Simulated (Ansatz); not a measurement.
Ansatz (a program for electronic structure) input (CCSD(T)/cc-pCVQZ): A basis named .json is the Basis Set Exchange file of that set (core-valence sets with the plain set on hydrogen).

Ansatz 0.2 input:
```yaml
crystal:
  periodic: [false, false, false]
  atoms:
    - {symbol: Si, position_ang: [0.00000000, 0.00000000, 0.00000000]}
basis:
  gaussian:
    orbitals: cc-pCVQZ.json
magnetization: {spin_polarized: true, initial_magnetization: 2}
correlation: {method: ccsd_t, electrons: outside_noble_gas}
scf: {lower_state_search: full}
```

Output:

```
Functional definition: HF
integrals: 0.22 GiB planned
708 factors; integrals over basis functions are off by at most 7.5e-5 eV
mean field: 0.22 GiB planned
mean field evaluation 1: about -7859.9960 eV, gradient 4.3e0 eV
mean field evaluation 2: about -7859.9970 eV, gradient 4.3e0 eV
mean field evaluation 4: about -7860.2406 eV, gradient 2.9e-1 eV
mean field evaluation 8: about -7860.2411 eV, gradient 1.4e-3 eV
mean field evaluation 16: about -7860.2411 eV, gradient 2.0e-2 eV
mean field evaluation 32: about -7860.2411 eV, gradient 2.2e-5 eV
mean field evaluation 64: about -7860.2411 eV, gradient 8.8e-6 eV
mean field evaluation 96: about -7860.2411 eV, gradient 9.5e-4 eV
mean field -7860.24111135 eV, -288.8585329792 hartree, gradient 3.6e-6 eV, S^2 2.015614; 8 other end points of the search recorded, 0 dependent functions left out
5 core orbitals not correlated
reference -7860.24111135 eV, -288.8585329792 hartree; 3, 1 occupied and 101, 103 virtual orbitals, 708 factors
second order -1.63948551 eV of doubles, -0.00000000 eV of singles
coupled cluster: 0.52 GiB planned
cycle   1  -1.93561506 eV  change   -3.0e-1 eV  update   5.4e-2
cycle   2  -2.07770963 eV  change   -1.4e-1 eV  update   2.2e-2
cycle   3  -2.08844898 eV  change   -1.1e-2 eV  update   5.6e-3
cycle   4  -2.09004433 eV  change   -1.6e-3 eV  update   1.3e-3
cycle   5  -2.08980960 eV  change    2.3e-4 eV  update   3.0e-4
cycle   6  -2.08989788 eV  change   -8.8e-5 eV  update   8.4e-5
cycle   7  -2.08989709 eV  change    7.9e-7 eV  update   1.7e-5
cycle   8  -2.08989160 eV  change    5.5e-6 eV  update   3.0e-6
cycle   9  -2.08989339 eV  change   -1.8e-6 eV  update   6.4e-7
perturbative correction -0.07799445 eV, -0.0028662430 hartree
Total energy: -7862.40899918 eV, -288.9382013878 hartree
```
